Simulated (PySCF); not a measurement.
# Pb (lead, neutral) across methods

[Xe] 4f14 5d10 6s2 6p1 6d1, one real determinant (an excited configuration). All numbers are calculated (PySCF 2.14, scalar relativity through the core potential, in aug-cc-pVQZ-PP with one added diffuse shell each of s, p, d, f, g type with ECP60MDF (8s8p6d4f3g, 117 functions)). The B2PLYP total includes its PT2 part (frozen core); its orbital energies are those of the SCF part.

```
method  E (hartree)  mean ε 6s β (eV)  mean ε 6p α (eV)  mean ε 6d α (eV)  Σ⟨r²⟩ (bohr²)   ⟨S²⟩
  BLYP    -192.6400           -14.982            -6.367            -0.935          123.8  2.001
B2PLYP    -192.3296           -16.862            -8.466            -1.330          133.7  2.003
r2SCAN    -192.7378           -15.241            -6.927            -0.955          125.2  2.003
 TPSSh    -192.5944           -15.343            -7.035            -1.052          125.4  2.002
   PBE    -192.6888           -14.976            -6.548            -1.043          121.9  2.001
   LDA    -192.3840           -15.370            -6.639            -0.976          121.5  2.001
   UHF   -191.65411           -18.004           -10.174            -1.612          143.4  2.007
  PBE0    -192.6551           -15.999            -7.592            -1.252          126.4  2.002
```

⟨L²⟩ = 8.02 against 12 for a pure F term, so this real determinant mixes terms. Energies and moments cover only the electrons outside the core potential. Spin-orbit coupling, absent here, splits the open shell strongly. The outer electron is Rydberg-like, and this basis confines it to a smaller radius and binds it less than a complete one would.
